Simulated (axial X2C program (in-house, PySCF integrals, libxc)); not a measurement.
Worked dissociation energy of ZrH: MP2, without spin–orbit coupling

All values were computed with an in-house relativistic program for diatomic molecules. Spin-free means the one-electron spin-free X2C Hamiltonian. Basis: Zr dyall-cv3z [11s12p9d6f3g], H dyall-v3z [6s2p1d] (cores contracted in-house); Gaussian nuclei, density fitting, unrestricted open shells. Masses: Zr 89.905 u, H 1.008 u.

Molecular state: M_S = 3/2, Λ = 0 (beyond evenly filled blocks: σα, δ+α, δ-α).

Correlated methods: 13 electrons correlated (number of frozen shells: Zr 3 s, 2 p, 1 d; H none), 241 virtual spin orbitals or spinors in MP2.

| Quantity | Value |
| --- | --- |
| E(Zr) (2M_S = 2, M_L = 3) | -3596.538804 hartree |
| E(H) (2M_S = 1, M_L = 0) | -0.500004 hartree |
| E(ZrH) at Re | -3597.117494 hartree |
| ωe | 1649.9 cm⁻¹ |
| ωexe | 19.6 cm⁻¹ |

**Question.** Work out De and D0.

**Answer.** De = -3596.538804 + (-0.500004) − (-3597.117494) = 0.07869 hartree = 2.141 eV. The zero-point energy is ωe/2 − ωexe/4 = 820 cm⁻¹ = 0.102 eV, so D0 = 2.039 eV.

One determinant describes the state; a PBE0 search over occupations chose it and may have missed a lower one. Dissociation energies refer to the lowest single-determinant-based atoms at the same level and basis. Other states lie close and PBE0, whose exact exchange favours high spin, may order them wrongly; the determinant shown need not be the ground state. The nearest other spin-free determinant of the search, M_S = 3/2, Λ = 3, lies 0.006 eV up at the distance of the search. With spin–orbit coupling the lowest determinant has another configuration, so this spin-free state is a model.

Each atomic determinant is the lowest at this level and need not be a pure term. Totals compare only within one Hamiltonian and basis.
